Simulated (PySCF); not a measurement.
## Nickel: a sound run and one with changed settings

Sound run: Ni(2+) [Ar] 3d8, Ni(3+) [Ar] 3d7. All numbers are calculated (PySCF 2.14, scalar relativity by spin-free X2C-1e, in x2c-TZVPall (6s5p4d1f, 48 functions)). In the sound run the correlated levels freeze [Ar]. The sound run starts from symmetry-adapted Hartree-Fock orbitals and uses a fine grid where one is needed.

Changed run: all electrons correlated in a basis built for the valence shell.

```
species  method  sound run (hartree)  changed run (hartree)  converged
 Ni(2+)     MP2          -1518.43672            -1518.71438        yes
 Ni(3+)     MP2          -1517.16755            -1517.42629        yes
```

Ionisation energy of Ni(2+):

```json
{"method": "UHF", "sound run (eV)": "32.610", "changed run (eV)": "32.610"}
{"method": "MP2", "sound run (eV)": "34.536", "changed run (eV)": "35.051"}
{"method": "SCS-MP2", "sound run (eV)": "34.455", "changed run (eV)": "34.834"}
```

A valence basis has no tight correlating functions, so it recovers only part of the core correlation, and not evenly between atom and ion.

For comparison, NIST gives 35.187 ± 0.019 eV between the lowest levels.
